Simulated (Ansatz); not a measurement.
`[F][GeH]([Cl])[GeH3]` → `[F][GeH3]` + `[Cl][GeH]` at 700 K and 1 bar (germylene formation by 1,1-elimination).

Program: Ansatz. Geometries: PBE0-D4/def2-TZVP. ΔE: electronic, gas phase. CBS: MP2 limit from def2 TZ/QZ plus the TZ coupled-cluster correction, frozen cores. For Ge outer-core shells are correlated without core-valence functions, which leaves a few kJ/mol of doubt a bond. Scalar relativity is left out up to krypton.

```json
{"species": "`[F][GeH]([Cl])[GeH3]`", "CCSD(T)/CBS energy (Eh)": "-4714.27861", "H − E (kJ/mol)": "166.6", "S (J/(mol·K))": "481.8"}
{"species": "`[F][GeH3]`", "CCSD(T)/CBS energy (Eh)": "-2177.72589", "H − E (kJ/mol)": "105.3", "S (J/(mol·K))": "308.2"}
{"species": "`[Cl][GeH]`", "CCSD(T)/CBS energy (Eh)": "-2536.49422", "H − E (kJ/mol)": "48.2", "S (J/(mol·K))": "304.3"}
```

H − E and S are ideal-gas, rigid-rotor, harmonic terms from PBE0-D4/def2-TZVP, for one conformer and one mirror image of each species. 1 Eh = 2625.50 kJ/mol, R = 8.31446 J/(mol·K).

Problem. By hand: ΔE, ΔH, ΔS and ΔG.

Solution. ΔE = (-2177.72589) + (-2536.49422) − (-4714.27861) = 0.05850 Eh = 153.6 kJ/mol. Δ(H − E) = 105.3 + 48.2 − 166.6 = -13.1, so ΔH = 140.5 kJ/mol. ΔS = 308.2 + 304.3 − 481.8 = 130.7 J/(mol·K). ΔG = 140.5 − 700 × (130.7)/1000 = 49.0 kJ/mol.

Problem. By hand: the equilibrium constant, and the temperature at which ΔG would vanish if ΔH and ΔS stayed fixed.

Solution. log₁₀ K = −ΔG/(RT ln 10) = -3.7. ΔG = 0 at ΔH/ΔS = 1075 K.

The number of gas molecules changes by +1, which sets the sign of ΔS. A doubt of 5 kJ/mol in ΔE shifts log₁₀ K by 0.4 here. Other conformers and mirror images would add mixing entropy, several J/(mol·K) or more a flexible species. These are equilibria of isolated gas molecules and say nothing of rates. Largest T1 diagnostic: 0.013 (customary marks: 0.02 for closed shells, 0.045 for open ones).
